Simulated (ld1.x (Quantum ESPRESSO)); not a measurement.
## Pseudopotential generation for tungsten: RRKJ, PBE, scalar-relativistic.

| Property | Result |
| --- | --- |
| Element | W |
| Generator | ld1.x (Quantum ESPRESSO) 7.5 |
| Type | norm-conserving RRKJ (Kleinman–Bylander form) |
| Functional | PBE |
| Relativity | scalar-relativistic |
| Frozen core | [Kr] 4d10 4f14 5s2 |
| Valence charge | 12 |
| Reference configuration | 5p6 5d4 6s1 6p0 (charge +1) |
| Partial waves | 5p (bound): rc 1.50 bohr; 5d (bound): rc 1.50 bohr; 6s (bound): rc 2.15 bohr |
| Local potential | the s channel |
| Core correction | none |
| rho0 | 0.005 |

(1) Estimate the cutoffs (Ry, on a coarse ladder) from which the occupation-weighted sum of valence levels, in a spherical-Bessel basis at the reference potential, stays within 10 and 1 mRy of its value at 400 Ry.

(2) What does a ghost test show?

(3) Tests: 5p6 5d4 6s2 6p0; 5p6 5d4 6s0 6p0; 5p6 5d3 6s0 6p0; 5p6 5d3 6s2 6p0; 5p6 5d4 6s1.5 6p0; 5p6 5d4 6s1 6p1; 5p6 5d2 6s0 6p0. Which has the largest error in its energy relative to the reference configuration, and how large is it?

Answers

(1) 70 Ry and 100 Ry.

(2) No extra level below or beside the all-electron valence levels (p, d, s, f tested).

(3) 5p6 5d4 6s1 6p1, with -448 meV (all-electron minus pseudo) on -4.39 eV.
